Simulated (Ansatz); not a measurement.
Job for Ansatz (an electronic-structure program): U-CCSD(T)/cc-pVTZ on C3H4 (SMILES [CH]C=C), 2S+1 = 1, a spin state set in the input, which need not be the lowest, at the other state's geometry.

Ansatz 0.2 input:
```yaml
crystal:
  periodic: [false, false, false]
  atoms:
    - {symbol: C, position_ang: [-1.17470736, 0.29075072, -0.46019936]}
    - {symbol: C, position_ang: [-0.09831460, -0.36983274, 0.04544107]}
    - {symbol: C, position_ang: [1.13195193, 0.17989873, 0.34545651]}
    - {symbol: H, position_ang: [-2.18157747, 0.03334489, -0.74673959]}
    - {symbol: H, position_ang: [-0.22691732, -1.44071664, 0.22993543]}
    - {symbol: H, position_ang: [1.92914362, -0.42947831, 0.74553038]}
    - {symbol: H, position_ang: [1.32577134, 1.23194975, 0.18708442]}
basis:
  gaussian:
    orbitals: cc-pVTZ
correlation: {method: ccsd_t, electrons: outside_noble_gas}
scf: {omitted_lower_state_checks: [cluster_reference]}
magnetization: {spin_polarized: true, initial_magnetization: 0}
```

Output:

```
WARN ansatz: RAYON_NUM_THREADS=1 ignored (pool sized by the plan → 1); use --threads N
Functional definition: HF
these checks for a lower state are left out or cut short: cluster_reference
integrals: 0.53 GiB planned
826 factors; integrals over basis functions are off by at most 1.3e-3 eV
mean field: 0.35 GiB planned
mean field evaluation 1: about -3148.7240 eV, gradient 1.8e1 eV
mean field evaluation 2: about -3148.7267 eV, gradient 1.8e1 eV
mean field evaluation 4: about -3150.8006 eV, gradient 2.7e0 eV
mean field evaluation 8: about -3150.8633 eV, gradient 2.2e-3 eV
mean field evaluation 16: about -3151.6145 eV, gradient 1.8e0 eV
mean field evaluation 32: about -3151.3486 eV, gradient 2.0e0 eV
mean field evaluation 64: about -3149.1906 eV, gradient 8.2e-3 eV
mean field evaluation 96: about -3151.3474 eV, gradient 7.0e0 eV
mean field evaluation 128: about -3152.3636 eV, gradient 3.5e-1 eV
mean field -3152.36850570 eV, -115.8474058322 hartree, gradient 8.1e-7 eV, S^2 1.154818; 14 other end points of the search recorded, 0 dependent functions left out
3 core orbitals not correlated
reference -3152.36850570 eV, -115.8474058322 hartree; 8, 8 occupied and 135, 135 virtual orbitals, 826 factors
second order -11.55689845 eV of doubles, -0.00000000 eV of singles
coupled cluster: 1.41 GiB planned
cycle   1  -12.18441052 eV  change   -6.3e-1 eV  update   8.9e-2
cycle   2  -12.59966370 eV  change   -4.2e-1 eV  update   3.9e-2
cycle   3  -12.73525198 eV  change   -1.4e-1 eV  update   2.7e-2
cycle   4  -12.74792467 eV  change   -1.3e-2 eV  update   1.3e-2
cycle   5  -12.75347959 eV  change   -5.6e-3 eV  update   5.7e-3
cycle   6  -12.75777337 eV  change   -4.3e-3 eV  update   4.1e-3
cycle   7  -12.76134155 eV  change   -3.6e-3 eV  update   2.8e-3
cycle   8  -12.76337534 eV  change   -2.0e-3 eV  update   1.4e-3
cycle   9  -12.76386292 eV  change   -4.9e-4 eV  update   6.4e-4
cycle  10  -12.76402709 eV  change   -1.6e-4 eV  update   3.1e-4
cycle  11  -12.76415904 eV  change   -1.3e-4 eV  update   1.7e-4
cycle  12  -12.76411102 eV  change    4.8e-5 eV  update   8.6e-5
cycle  13  -12.76407618 eV  change    3.5e-5 eV  update   4.0e-5
cycle  14  -12.76405417 eV  change    2.2e-5 eV  update   1.6e-5
cycle  15  -12.76404752 eV  change    6.7e-6 eV  update   7.1e-6
coupled cluster: 1.41 GiB planned
perturbative correction -0.59074166 eV, -0.0217093557 hartree
WARN: the results are in doubt because among natural orbitals full CI differs from the method by +0.667 eV
Total energy: -3165.72329488 eV, -116.3381852825 hartree
In doubt: among natural orbitals full CI differs from the method by +0.667 eV
Checks for a lower state left out: cluster_reference
```

Self-consistency was reached. Its determinant has ⟨S²⟩ = 1.15, a mixture of spin states.

Warnings raised: large difference.

Cost: roughly 50 core-seconds.
